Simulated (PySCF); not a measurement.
A geometry optimisation on `Cc1cccc2ccccc12` (1-methylnaphthalene).

Computed with PBE0-D3(BJ)/def2-SVP geometry optimisation, gas phase (PySCF 2.14.0). Start geometry: GFN2-xTB. The command runs a driver script over a list of jobs; the input below is this job's line of settings and its coordinates in Å.

Command:
```bash
OMP_NUM_THREADS=1 python probes_run.py task.json out
```

Input:
```
{"job": {"xc": "PBE0", "basis": "def2-SVP", "d3": "d3bj", "grid": 1, "kind": "geom"}, "charge": 0, "multiplicity": 1}
C     -2.439273    -1.057684     0.096460
C     -1.402001     0.025133     0.090508
C     -1.779639     1.339645     0.187379
C     -0.836604     2.377233     0.185105
C      0.494850     2.094923     0.084158
C      0.934493     0.758532    -0.018176
C      2.305667     0.444478    -0.123072
C      2.724629    -0.851843    -0.220290
C      1.785128    -1.892802    -0.217194
C      0.448907    -1.621048    -0.118604
C     -0.020756    -0.293700    -0.015407
H     -3.434067    -0.627523     0.184912
H     -2.396621    -1.637970    -0.824728
H     -2.283230    -1.737097     0.933774
H     -2.828700     1.589015     0.268147
H     -1.177413     3.399521     0.263778
H      1.230036     2.887050     0.081410
H      3.021440     1.254659    -0.125154
H      3.776912    -1.083560    -0.299729
H      2.126908    -2.915110    -0.294460
H     -0.259585    -2.434909    -0.119289
```

Output:
```
step   0  E = -424.42068472  max force = 0.008640
step   1  E = -424.42261106  max force = 0.001839
step   2  E = -424.42262287  max force = 0.000428
optimisation converged
```

Energies in Eh; «max force» is the largest Cartesian gradient component in Eh/bohr.

Problem. Give the first gradient maximum in eV/Å.

Solution. With 1 Eh/bohr = 51.422 eV/Å, 0.444 eV/Å.

Main results: final energy -424.42262 Eh after 2 steps; dipole 0.39 D.

Problem. Give the final coordinates.

Solution. 0.021 Å rms from the input after alignment:
```
atom  x, y, z in Å
C1    -2.5696   -1.0804    0.0232
C2    -1.5375    0.0070    0.0160
C3    -1.9150    1.3312    0.1115
C4    -0.9652    2.3769    0.1073
C5     0.3743    2.0949    0.0059
C6     0.8174    0.7508   -0.0950
C7     2.1957    0.4325   -0.2006
C8     2.6169   -0.8731   -0.2975
C9     1.6702   -1.9207   -0.2931
C10    0.3255   -1.6439   -0.1920
C11   -0.1447   -0.3082   -0.0903
H12   -3.5811   -0.6609    0.1108
H13   -2.5340   -1.6807   -0.9005
H14   -2.4209   -1.7767    0.8644
H15   -2.9776    1.5763    0.1928
H16   -1.3058    3.4121    0.1855
H17    1.1165    2.8972    0.0018
H18    2.9215    1.2501   -0.2032
H19    3.6820   -1.1026   -0.3781
H20    2.0081   -2.9569   -0.3706
H21   -0.3920   -2.4661   -0.1903
```

Problem. Estimate the wall time. Hardware: one thread of an Arm Neoverse V1, on a shared host. And the peak memory of the process?

Solution. About 89 s, with 0.87 GiB resident at the peak, the Python interpreter and its libraries included.
Labels such as C1 count atoms from 1, the log's own numbers from 0.
